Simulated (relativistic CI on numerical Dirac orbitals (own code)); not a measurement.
**Ru+: 4d valence photoemission**

Computed with this model: Dirac-Coulomb-Breit CI, orbitals from a KLI potential per configuration, model QED, valence Slater integrals scaled by 0.9, multiplet model of photoemission in the sudden approximation; configurations [Kr] 4d7 → [Kr] 4d6; 300 K; Lorentzian 0.42 eV and Gaussian 0.5 eV FWHM. Energies are those of the free ion, without screening or charge transfer. The energies are binding energies and can lie tens of eV above those of solids. S is read from ⟨S²⟩ = S(S + 1).

Field parameters in Wybourne normalisation: D4h B²₀ = −7Ds, B⁴₀ = 21(Dq − Dt), B⁴₄ = 21√(5/14) Dq; Oh B⁴₀ = 21Dq, B⁴₄ = √(5/14) B⁴₀; Td as Oh with Dq negative (B⁴₀ = 21Dq, B⁴₄ = √(5/14) B⁴₀). The field is a parameter set, without covalency.

free ion: ground-state S = 1.49, centroid 16.54 eV. Peaks (eV, height): 15.1 (77), 17.1 (100), 20.2 (10).

Oh, 10Dq = 7800 cm⁻¹: ground-state S = 1.49, centroid 16.63 eV. Peaks (eV, height): 15.3 (100), 16.7 (75), 17.5 (78), 20.8 (7).

Td, 10Dq = -11300 cm⁻¹: ground-state S = 1.50, centroid 16.78 eV. Peaks (eV, height): 15.9 (92), 16.7 (100), 17.8 (40).

Oh, 10Dq = 14400 cm⁻¹: ground-state S = 0.89, centroid 16.64 eV. Peaks (eV, height): 15.8 (96), 16.6 (100), 17.9 (44).

Oh, 10Dq = 18600 cm⁻¹: ground-state S = 0.56, centroid 16.73 eV. Peaks (eV, height): 15.0 (38), 16.4 (93), 16.8 (100), 18.2 (29).

D4h, 10Dq = 6150, Ds = -460, Dt = 560 cm⁻¹: ground-state S = 1.49, centroid 16.59 eV. Peaks (eV, height): 15.2 (66), 17.1 (100), 20.5 (7).

Strongest unbroadened transitions for Oh, 10Dq = 7800 cm⁻¹:

```csv
Energy (eV),Relative strength
15.23,16.8
15.30,62.5
15.34,78.9
15.35,100.0
15.43,9.7
16.46,11.3
16.50,85.3
16.52,23.1
16.63,13.6
16.87,16.5
16.93,37.6
16.97,16.1
17.37,51.5
17.58,11.9
17.68,56.1
17.70,30.6
17.71,16.2
20.71,9.6
```
